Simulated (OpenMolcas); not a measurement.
An OpenMolcas run meant for Dy4+ (ANO-RCC-VQZP, DKH2; inactive shells 1s 2s 2p 3s 3p 3d 4s 4p 4d 5s 5p; intended active space 8 electrons in 7 orbitals (4f)). One step of its input:

```
&CASPT2
Multistate=7 1 2 3 4 5 6 7
Frozen=14 9
IPEA=0.25
Shift=2.0
MaxIter=60
WThr=0.0 0.3 0.05
PrWF=0.5
NoMix
```

The run finished. Its levels beside those of a sound run (SS-CASPT2, IPEA 0.25 Eh, imaginary shift 0.1 Eh (closed shells correlated: 5s 5p)), in cm-1 above each run's lowest level:

```csv
Level,This run,Usual run
4f8 7F6,0.0,0.0
4f8 7F5,2775,2778
4f8 7F4,4505,4506
4f8 7F3,5716,5715
4f8 7F2,6538,6536
4f8 7F1,7047,7044
4f8 7F0,7289,7287
4f8 5D4,23969,23765
4f8 5D3,30637,30436
```

Problem. Which setting is unsound, and how much does it matter here?

Solution. The level shift is far above the usual 0.1 to 0.3 hartree and damps the second-order energy. Against the sound run the excited levels shown move by 52 cm-1 on average and by 200 cm-1 at most.

Term energies are means over components that CASPT2 splits; among the terms shown or strongly mixed into the levels shown the widest spread is 59 cm-1 (4f8 7F, the sound run). High states are left out of the spin-orbit mixing, which shifts the levels that they would mix with. Only configurations of the active space appear.
